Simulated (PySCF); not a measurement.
C3H7F3Si2, SMILES C=CC[SiH2][Si](F)(F)F, singlet, GFN2-xTB optimised geometry.

```
15

C      1.66    -1.26     1.04
C      0.91    -0.95     0.00
C     -0.59    -0.95     0.00
Si    -1.26     0.83     0.00
Si    -0.37     1.99    -1.75
F     -0.13     1.19    -3.11
F     -1.24     3.23    -2.26
F      1.05     2.66    -1.53
H      2.73    -1.23     1.00
H      1.22    -1.55     1.99
H      1.37    -0.66    -0.93
H     -0.95    -1.48    -0.89
H     -0.96    -1.49     0.88
H     -0.91     1.49     1.27
H     -2.73     0.78    -0.11
```

Density from CAM-B3LYP/def2-TZVP run with PySCF at that geometry.

Minimum of the electron density along straight lines between bonded atoms, close to the bond critical point (lines longer than 1.1 times the sum of covalent radii, or with two minima, are not listed):

```
bond     length / Å  ρ at the minimum / e bohr⁻³  ∇²ρ there / e bohr⁻⁵  position (fraction from the first atom)
-------  ----------  ---------------------------  --------------------  ---------------------------------------
C1–C2         1.321                          [?]                 -1.14                                     0.49
C2–C3         1.492                        0.263                   [?]                                     0.51
C3–Si4        1.912                        0.116                  0.11                                     0.61
Si4–Si5       2.282                        0.102                   [?]                                     0.35
Si5–F6        1.594                        0.142                  1.00                                     0.42
Si5–F7        1.592                        0.143                  1.02                                     0.42
Si5–F8        1.593                        0.143                  1.01                                     0.42
C1–H9         1.076                        0.289                 -1.05                                     0.65
C1–H10        1.078                        0.287                 -1.03                                     0.64
C2–H11        1.083                        0.287                 -1.03                                     0.65
C3–H12        1.092                        0.275                 -0.93                                     0.64
C3–H13        1.090                        0.277                 -0.94                                     0.64
Si4–H14       1.470                        0.125                  0.17                                     0.49
Si4–H15       1.471                        0.124                  0.17                                     0.49
```

Q: Complete the blanks.

A: 
- C1–C2, ρ at the minimum / e bohr⁻³: 0.362
- C2–C3, ∇²ρ there / e bohr⁻⁵: -0.69
- Si4–Si5, ∇²ρ there / e bohr⁻⁵: -0.10
